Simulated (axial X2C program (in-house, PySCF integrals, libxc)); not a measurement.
## ZnC⁺ along the bond: PBE0, with spin–orbit coupling

Calculated with an in-house all-electron X2C program for linear molecules (integrals from PySCF). Two-component (2c) means X2C with spin–orbit coupling and atomic mean-field two-electron Coulomb and Gaunt terms. Basis: Zn dyall-v3z [9s10p6d3f2g], C dyall-v3z [7s6p2d1f] (cores contracted in-house); Gaussian nuclei, density fitting, unrestricted open shells. Masses: Zn 63.929 u, C 12.000 u.

State: Ω = 1/2 (⟨Sz⟩ = -0.50, ⟨Lz⟩ = 1.00 at PBE0). Dipoles are positive if C is the positive end and refer to the centre of mass.

```csv
R (Å),μ (D),HOMO (eV),LUMO (eV)
1.804,-1.287,-14.43,-11.47
1.887,-1.115,-14.39,-11.34
1.950,-0.967,-14.35,-11.25
2.012,-0.803,-14.31,-11.18
2.074,-0.625,-14.26,-11.13
2.147,-0.402,-14.21,-11.07
2.219,-0.170,-14.15,-11.03
2.312,0.125,-14.10,-10.99
2.427,0.450,-14.04,-10.93
2.592,0.816,-14.00,-10.81
```

Task: The minimum lies at 2.066 Å. What is the dipole moment there?

Result: At PBE0, 2c, with the sign and origin stated: μ = -0.65 D.

One determinant describes the state; a PBE0 search over occupations chose it and may have missed a lower one. Density functionals use the spin component along the axis (collinear). Other states lie close and PBE0, whose exact exchange favours high spin, may order them wrongly; the determinant shown need not be the ground state. The nearest other 2c determinant of the search, Ω = 3/2, lies 0.01 eV up at the distance of the search. Without a current term, density functionals place determinants with orbital angular momentum somewhat too high. The determinant is spin-polarised beyond a pure state at some levels (its spin-free form has ⟨S²⟩ too high), which makes Re and μ there less reliable.
